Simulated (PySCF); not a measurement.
XPS shifts beside NMR shieldings

C4H10GeS.
Bonds: C1–S2, S2–Ge3, Ge3–C4, C4–C5, C5–C6, Ge3–C6. Hydrogens: H7, H8, H9 on C1; H10 on Ge3; H11, H12 on C4; H13, H14 on C5; H15, H16 on C6.

Binding energies: PySCF 2.14.0, delta-SCF UKS SCAN, pcX-2 on the ionised atom, pcseg-1 elsewhere, spin-free X2C. Shieldings: GIAO KT3/pcSseg-1, non-relativistic, same geometry.

```json
{"atom": "C1", "C 1s (eV)": "291.16"}
{"atom": "C4", "C 1s (eV)": "289.90"}
{"atom": "C5", "C 1s (eV)": "290.59"}
```

What are the absolute isotropic shieldings of these atoms?

| atom | environment | C 1s (eV) | isotropic shielding (ppm) |
| --- | --- | --- | --- |
| C4 | sp3 carbon bound to germanium | 289.90 | 154.7 |
| C5 | four-membered-ring carbon | 290.59 | 155.7 |
| C1 | S-methyl carbon | 291.16 | 164.5 |

Among the listed atoms, is the one with the highest binding energy also the least shielded?

No. The highest binding energy is at C1 (291.16 eV, shielding 164.5 ppm), the lowest shielding at C4 (154.7 ppm, 289.90 eV).

By binding energy: C4 < C5 < C1. By shielding: C4 < C5 < C1.

Of atoms equivalent by bonding only the ionised one is listed; its partners' own values can differ in this conformer. The structure is a single PBE0-D3(BJ)/def2-SVP conformer in the gas phase; no vibrational or solvent corrections.

Shape of the structure used: `[CH3:1][S:2][GeH:3]1[CH2:4][CH2:5][CH2:6]1`: C1–S2–Ge3–C4 173°.
